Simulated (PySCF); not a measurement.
Two-component Hartree-Fock for Ru (ruthenium, neutral)

Start: [Kr] 4d6 5s1 5p1; 4d3/2 filled at m_j = +3/2; 4d5/2 filled at m_j = -3/2, -1/2, +1/2, +3/2, +5/2; 5s1/2 filled at m_j = +1/2; 5p3/2 filled at m_j = +3/2. Calculated with PySCF 2.14 in x2c-SVPall-2c with one added diffuse shell each of s, p, d type (7s9p7d1f, 76 functions): generalised Hartree-Fock with the X2C-1e Hamiltonian and a Gaussian nucleus; one run each with spin-orbit coupling (SO) switched off, then screened by Boettger's factors. This is a chosen level, not necessarily the ground level.

| spinor shell | electrons | ε, spin-free (eV) | ε, screened SO (eV) | weight of nominal j (screened SO) | rms radius, screened SO (bohr) |
| --- | --- | --- | --- | --- | --- |
| 1s1/2 | 2 | -22236.2 | -22234.9 | 1.000 | 0.0384 |
| 2s1/2 | 2 | -3280.1 | -3279.8 | 1.000 | 0.158 |
| 2p1/2 | 2 | -2932.4 | -3023.1 | 1.000 | 0.137 |
| 2p3/2 | 4 | -2932.4 | -2890.1 | 1.000 | 0.142 |
| 3s1/2 | 2 | -615.96 | -615.88 | 1.000 | 0.428 |
| 3p1/2 | 2 | -498.42 | -514.40 | 1.000 | 0.425 |
| 3p3/2 | 4 | -498.42 | -490.92 | 1.000 | 0.436 |
| 3d3/2 | 4 | -309.37 | -312.25 | 0.978 | 0.417 |
| 4s1/2 | 2 | -98.634 | -98.640 | 1.000 | 1.09 |
| 4p1/2 | 2 | -62.974 | -68.488 | 0.716 | 1.20 |
| 4p3/2 | 4 | -62.974 | -60.326 | 0.858 | 1.21 |
| 4d5/2 | 5 | -15.929 | -16.677 | 0.566 | 1.71 |
| 4d3/2 | 1 | -15.929 | -12.500 | 0.768 | 1.73 |
| 5s1/2 | 1 | -9.664 | -9.678 | 0.999 | 3.45 |
| 5p3/2 | 1 | -4.805 | -4.748 | 1.000 | 4.70 |

Problem. Where does 3d5/2 lie, and what is the 3d spin-orbit splitting (screened SO)?

Solution. At -307.38 eV, 4.874 eV above 3d3/2.

```csv
quantity,spin-free,screened SO
E (hartree),-4527.19447,-4527.81588
M_J,6,6
⟨J²⟩,42.011,42.013
⟨L²⟩,12.010,12.085
⟨S²⟩,12.001,11.964
```

Each row is a mean over spinors that exchange with the open shell spreads, by up to 9.165 eV (4p3/2).

Rows whose weight is well below 1 are mixtures of j = l ± 1/2: exchange outweighs spin-orbit coupling there, and the label is only the starting occupation.

Breit and QED terms are absent; they matter most for the inner s and p1/2 levels.

Densities and radii are taken from the X2C orbitals without a picture-change correction, which distorts them close to the nucleus.

Without spin-orbit coupling the j labels of p, d and f shells carry no meaning; the spin-free column gives the mean over the occupied spinors of each nl shell.
